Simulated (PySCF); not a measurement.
PySCF input file for C₂H₆ClFSi, SMILES CC[Si@@H](F)Cl, PBE0/pcSseg-1. Geometry: PBE0-D3(BJ)/def2-SVP. The structure was generated by enumeration; whether it is a known compound was not checked. One conformer was computed; it need not be the lowest.

```python
import numpy as np
from pyscf import gto, scf, dft
from pyscf.prop.nmr import rks as nmr

mol = gto.M(
    atom='''
    C    -2.21174489   -0.50148736    0.18115529
    C    -1.23315336   -0.43509704   -0.98888444
    Si    0.41297893    0.31244466   -0.56569626
    F     0.19087965    1.82794086   -0.02980488
    Cl    1.28742612   -0.74959984    0.97018392
    H    -1.80099592   -1.09980751    1.00847258
    H    -3.16725802   -0.95605692   -0.12035937
    H    -2.42853157    0.50250926    0.57631233
    H    -1.65005461    0.15813534   -1.82261284
    H    -1.03809716   -1.44073342   -1.40175535
    H     1.36846077    0.37296388   -1.69881751
    ''',
    basis='pcSseg-1',
    charge=0,
    spin=0,
    max_memory=1600,
    verbose=3,
)
mf = dft.RKS(mol, xc='pbe0')
mf.grids.level = 3
mf.conv_tol = 1e-10
mf.max_cycle = 100
mf.kernel()
n = nmr.NMR(mf)
n.verbose = 2
n.max_cycle_cphf = 60
sigma = n.kernel()
print('atom   isotropic/ppm   span/ppm')
for i, s in enumerate(sigma):
    w = np.linalg.eigvalsh((s + s.T) / 2)
    print(f'{mol.atom_symbol(i):2s}{i + 1:3d} {w.mean():14.3f} {w[2] - w[0]:11.3f}')
```

Program output:

```
converged SCF energy = -928.968223319925
atom   isotropic/ppm   span/ppm
C   1        178.948      11.821
C   2        170.906      15.589
Si  3        330.174      79.219
F   4        337.613     127.357
Cl  5        903.149     295.820
H   6         30.010      10.752
H   7         30.074      13.102
H   8         30.192      11.087
H   9         30.334      10.809
H  10         30.750       9.552
H  11         25.796       9.615
```

The calculation finished and met its thresholds.

Cost: about 30 core-seconds (a rough figure).
